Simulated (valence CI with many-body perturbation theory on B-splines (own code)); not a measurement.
## Ti15+: calculated level list

Calculated by configuration interaction combined with many-body perturbation theory (CI+MBPT): five valence electrons over a frozen Dirac-Fock core [He], radial functions for each j: 11 s, 11 p, 10 d, 8 f, 5 g, 2 h, with the one-electron correlation potential Σ1 (screened to all orders), the two-electron term Σ2, the three-electron term Σ3, Breit, model QED; selected single and double excitations, second order for the rest, scaled by the run's own slope (own B-spline code, finite nucleus).

No measured spectrum was set against this ion. As an estimate, levels of excited configurations hold to 0.05 to 0.15 % of their energy, terms of the ground configuration to about 0.5 %. Among the levels kept, up to 5400 cm⁻¹ of a level comes from second order outside the variational space, and about a tenth of that is noise between levels of different J, which matters for small intervals.

Levels 46 to 90 of 199, with energies above the lowest level, 2s²2p³ ⁴S°_3/2. "Leading %" is the weight of the configuration and term that name the level; weights of strongly mixed levels are sums over their largest components and can fall short, so below about 35 % the name and the second component can differ from the true leading terms, or belong to a minority configuration. Lifetimes count E1, E2, E3, M1 and M2 decay at the calculated energies, and are blank where another channel may lead or the interval is too uncertain; long ones can be off by a factor of two.

| No. | Configuration | Term | J | E (eV) | Leading % | g | Lifetime |
| --- | --- | --- | --- | --- | --- | --- | --- |
| 46 | 2s²2p²3d | ⁴F | 7/2 | 642.33 | 80 | 1.266 | 10.7 ps |
| 47 | 2s²2p²3d | ²P | 3/2 | 642.84 | 52 | 1.144 | 489 fs |
| 48 | 2s²2p²3d | ⁴D | 1/2 | 643.51 | 81 | 0.154 | 1.45 ps |
| 49 | 2s²2p²3d | ⁴D | 5/2 | 643.78 | 31 | 1.159 | 599 fs |
| 50 | 2s²2p²3d | ⁴F | 9/2 | 644.79 | 92 | 1.319 | 495 ps |
| 51 | 2s2p³3s | ⁴S° | 3/2 | 645.22 | 78 | 1.945 | 880 fs |
| 52 | 2s²2p²3d | ⁴D | 3/2 | 645.25 | 53 | 1.255 | 492 fs |
| 53 | 2s²2p²3d | ⁴D | 7/2 | 645.48 | 55 | 1.311 | 56.4 ps |
| 54 | 2s²2p²3d | ²F | 5/2 | 645.93 | 64 | 1.062 | 375 fs |
| 55 | 2s²2p²3p | ²P° | 1/2 | 646.88 | 93 | 0.665 | 26.7 ps |
| 56 | 2s²2p²3p | ²P° | 3/2 | 647.37 | 84 | 1.342 | 16.3 ps |
| 57 | 2s²2p²3d | ²P | 1/2 | 648.42 | 81 | 0.626 | 287 fs |
| 58 | 2s²2p²3d | ⁴P | 5/2 | 648.53 | 63 | 1.499 | 131 fs |
| 59 | 2s²2p²3d | ⁴P | 3/2 | 649.53 | 83 | 1.650 | 104 fs |
| 60 | 2s²2p²3d | ⁴P | 1/2 | 650.06 | 89 | 2.515 | 97.3 fs |
| 61 | 2s²2p²3d | ²F | 7/2 | 650.38 | 64 | 1.197 | 562 fs |
| 62 | 2s²2p²3d | ²D | 3/2 | 654.46 | 87 | 0.832 | 184 fs |
| 63 | 2s²2p²3d | ²D | 5/2 | 654.75 | 83 | 1.160 | 113 fs |
| 64 | 2s2p³3p | ⁶P | 3/2 | 654.98 | 97 | 2.383 | 61.1 ps |
| 65 | 2s2p³3p | ⁶P | 5/2 | 655.42 | 96 | 1.869 | 12.3 ps |
| 66 | 2s2p³3p | ⁶P | 7/2 | 656.33 | 98 | 1.709 | 92.7 ps |
| 67 | 2s²2p²3d | ²G | 7/2 | 657.16 | 75 | 0.953 | 852 fs |
| 68 | 2s²2p²3d | ²G | 9/2 | 658.04 | 92 | 1.123 | 427 ps |
| 69 | 2s²2p²3d | ²D | 3/2 | 659.69 | 91 | 0.829 | 122 fs |
| 70 | 2s²2p²3d | ²D | 5/2 | 660.06 | 57 | 1.096 | 98.8 fs |
| 71 | 2s²2p²3d | ²F | 7/2 | 661.45 | 81 | 1.110 | 82.1 fs |
| 72 | 2s²2p²3d | ²P | 1/2 | 662.47 | 92 | 0.731 | 151 fs |
| 73 | 2s2p³3p | ⁴P | 5/2 | 662.80 | 89 | 1.560 | 391 fs |
| 74 | 2s2p³3p | ⁴P | 3/2 | 662.97 | 96 | 1.733 | 507 fs |
| 75 | 2s2p³3p | ⁴P | 1/2 | 663.33 | 97 | 2.637 | 531 fs |
| 76 | 2s²2p²3d | ²D | 5/2 | 663.36 | 44 | 1.075 | 107 fs |
| 77 | 2s²2p²3d | ²P | 3/2 | 664.42 | 90 | 1.323 | 130 fs |
| 78 | 2s²2p²3d | ²S | 1/2 | 664.80 | 90 | 1.987 | 177 fs |
| 79 | 2s2p³3s | ⁴D° | 3/2 | 665.33 | 92 | 1.230 | 1.34 ps |
| 80 | 2s2p³3s | ⁴D° | 5/2 | 665.37 | 90 | 1.387 | 1.33 ps |
| 81 | 2s2p³3s | ⁴D° | 1/2 | 665.48 | 94 | 0.064 | 1.32 ps |
| 82 | 2s2p³3s | ⁴D° | 7/2 | 666.15 | 98 | 1.427 | 1.28 ps |
| 83 | 2s2p³3s | ²D° | 3/2 | 672.34 | 88 | 0.857 | 996 fs |
| 84 | 2s²2p²3d | ²D | 5/2 | 672.68 | 89 | 1.192 | 190 fs |
| 85 | 2s2p³3s | ²D° | 5/2 | 672.71 | 87 | 1.233 | 953 fs |
| 86 | 2s²2p²3d | ²D | 3/2 | 673.60 | 93 | 0.800 | 144 fs |
| 87 | 2s2p³3s | ⁴P° | 1/2 | 677.68 | 96 | 2.617 | 1.38 ps |
| 88 | 2s2p³3s | ⁴P° | 3/2 | 678.10 | 88 | 1.682 | 1.37 ps |
| 89 | 2s2p³3s | ⁴P° | 5/2 | 678.97 | 80 | 1.543 | 1.35 ps |
| 90 | 2s2p³3d | ⁶D° | 1/2 | 679.38 | 99 | 3.323 | 63.3 ps |

Names give the largest LS component (configuration and term), which can be under half, so a name can repeat, a term be missing and a line seem to break the LS rules; names also repeat where a configuration has a term twice.

Where two levels of one J and parity lie close, their mixing, g and order are uncertain.
